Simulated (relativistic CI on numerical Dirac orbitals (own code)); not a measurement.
**The 4d ions of charge 1+**

These numbers are calculated, not measured: Dirac-Coulomb-Breit CI, separate exchange-only KLI orbitals for each configuration, model QED, unscaled Slater integrals (own radial code, finite nucleus).

Each species is treated in one configuration, given outside its closed core, with all valence electrons in the open shell. Radial values are for the open shell of highest l, unscaled and averaged over j; ζ includes the Breit term. Labels give the leading LS character, summed over repeated terms.

```csv
Ion,Configuration,Its lowest level,LS weight (%),⟨r⟩ (bohr),⟨r²⟩ (bohr²),Next level,E (cm⁻¹),g_J,g√(J(J+1))
Zr⁺,4d3,4F_3/2,100,2.263,6.251,4F_5/2,237.49,0.399,0.77
Nb⁺,4d4,5D_0,100,2.047,5.106,5D_1,116.59,,0.00
Mo⁺,4d5,6S_5/2,100,1.879,4.299,4G_5/2,20047,2.001,5.92
Tc⁺,4d6,5D_4,99,1.743,3.696,5D_3,717.64,1.499,6.70
Ru⁺,4d7,4F_9/2,99,1.63,3.229,4F_7/2,1407.8,1.331,6.62
Rh⁺,4d8,3F_4,100,1.533,2.856,3F_3,2250.2,1.249,5.59
Pd⁺,4d9,2D_5/2,100,1.449,2.551,2D_3/2,3378.9,1.200,3.55
```

NIST ASD lists another ground level for Zr⁺ (4F3/2), Tc⁺ (7S3).

With one configuration, terms of near-neutral atoms and ions can be 10 to 25 % off, and close levels can change places.
